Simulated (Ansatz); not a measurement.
Reaction (redistribution): `[GeH3][Te][GeH3]` + `[CH3][SnH3]` → `[GeH3][SnH3]` + `C[Te][GeH3]`

Computed with Ansatz on PBE0-D4/def2-TZVP structures; ΔE is electronic, products minus reactants. CCSD(T)/CBS is the MP2 limit (def2-TZVPP, def2-QZVPP) plus CCSD(T) − MP2 in def2-TZVPP, frozen cores. DFT in def2-TZVPP. HSE06 is defined as in plane-wave codes. Elements past krypton have def2 core potentials. For Ge, Sn, Te outer-core shells are correlated without core-valence functions, which leaves a few kJ/mol of doubt a bond. Scalar relativity is left out up to krypton.

```json
{"level": "LDA (SPW92)", "ΔE (kJ/mol)": "36.5", "difference from CCSD(T)/CBS": "-5.6"}
{"level": "BLYP-D4", "ΔE (kJ/mol)": "36.1", "difference from CCSD(T)/CBS": "-6.0"}
{"level": "r2SCAN-D4", "ΔE (kJ/mol)": "42.0", "difference from CCSD(T)/CBS": "-0.1"}
{"level": "B97M-V", "ΔE (kJ/mol)": "42.4", "difference from CCSD(T)/CBS": "0.3"}
{"level": "PBE0-D4", "ΔE (kJ/mol)": "41.9", "difference from CCSD(T)/CBS": "-0.2"}
{"level": "HSE06-D4", "ΔE (kJ/mol)": "42.1", "difference from CCSD(T)/CBS": "0.0"}
{"level": "revPBE", "ΔE (kJ/mol)": "36.5", "difference from CCSD(T)/CBS": "-5.6"}
{"level": "BLYP", "ΔE (kJ/mol)": "33.9", "difference from CCSD(T)/CBS": "-8.2"}
{"level": "PBE0", "ΔE (kJ/mol)": "40.8", "difference from CCSD(T)/CBS": "-1.3"}
{"level": "BHLYP", "ΔE (kJ/mol)": "42.5", "difference from CCSD(T)/CBS": "0.4"}
{"level": "CAM-B3LYP", "ΔE (kJ/mol)": "39.8", "difference from CCSD(T)/CBS": "-2.3"}
{"level": "RPA@PBE/def2-TZVPP", "ΔE (kJ/mol)": "42.2", "difference from CCSD(T)/CBS": "0.1"}
{"level": "MP2/def2-SVP", "ΔE (kJ/mol)": "52.4", "difference from CCSD(T)/CBS": "10.3"}
{"level": "HF/def2-TZVPP", "ΔE (kJ/mol)": "48.9", "difference from CCSD(T)/CBS": "6.8"}
{"level": "SCS-MP2/def2-TZVPP", "ΔE (kJ/mol)": "47.7", "difference from CCSD(T)/CBS": "5.6"}
{"level": "MP2/def2-QZVPP", "ΔE (kJ/mol)": "48.6", "difference from CCSD(T)/CBS": "6.5"}
{"level": "CCSD(T)/CBS", "ΔE (kJ/mol)": "42.1", "difference from CCSD(T)/CBS": "0"}
```

Question: What do rigid-rotor, harmonic-oscillator terms from PBE0-D4/def2-TZVP frequencies (298.15 K, 1 bar) make of the CCSD(T)/CBS value? (Estimate.)

Answer: The calculation gave: ΔZPE = +0.2 kJ/mol, ΔH = +42.3 kJ/mol, ΔS = 4 J/(mol·K), ΔG = +41.1 kJ/mol.

Largest T1 diagnostic among the species: 0.012.

From PBE to PBE0 (25 % exact exchange), in def2-TZVPP and without D4, ΔE moves by +4.2 kJ/mol. Leaving LDA and LC-ωPBE aside and taking each functional with its dispersion term where it has one, the values, not all of them listed here, spread over 10.7 kJ/mol, from BLYP-D4 to PBE-QIDH.
